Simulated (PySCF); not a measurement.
## Orbital picture of CdBr

UHF at R = 2.508 Å; PySCF, spin-free X2C with a Gaussian nucleus, basis sets Cd x2c-TZVPPall, Br x2c-TZVPPall. State: ²Σ⁺ (doublet), unpaired electrons σ ↑. Only the outer orbitals are listed, counted within each symmetry.

```
spin  orbital  occ.  ε (eV)  on Cd (%)            main shells (%)
   α      17σ     1  -12.24         29           70 Br p, 26 Cd s
   α       9π     1  -10.52          3                    97 Br p
   α       9π     1  -10.52          3                    97 Br p
   α      18σ     1   -8.45         83  60 Cd s, 22 Cd p, 17 Br p
   α      10π     0    0.85         99                    96 Cd p
   α      10π     0    0.85         99                    96 Cd p
   α      19σ     0    2.71        101  75 Cd p, 14 Cd d, 12 Cd s
   β      17σ     1  -11.27         23           75 Br p, 17 Cd s
   β       9π     1  -10.46          3                    97 Br p
   β       9π     1  -10.46          3                    97 Br p
   β      18σ     0   -0.43         92   81 Cd s, 10 Cd p, 8 Br p
   β      10π     0    1.78        100                   100 Cd p
   β      10π     0    1.78        100                   100 Cd p
```

Question: Which are the highest filled and the lowest empty level, where do they sit, and how wide is the gap?

Answer: Highest filled α 18σ at -8.45 eV (in %: 60 Cd s, 22 Cd p, 17 Br p); lowest empty β 18σ at -0.43 eV (in %: 81 Cd s, 10 Cd p, 8 Br p); the gap at UHF is 8.02 eV.

The bond order (Mayer) is 0.81, the ⟨S²⟩ is 0.757 and the charge on Cd (Mulliken, basis-dependent) is 0.51. The charge on Cd (Löwdin, basis-dependent) is 0.10 and the dipole moment (positive dipole means Cd(−)Br(+)) is -3.86 D. The polarisability along the bond is 75.8 bohr³ and the polarisability across the bond is 57.3 bohr³.

Shares are Mulliken populations and can fall outside 0 to 100 %.

Spin–orbit coupling is left out. The state is the lowest determinant that a PBE0 search found; another state may lie lower at other levels.
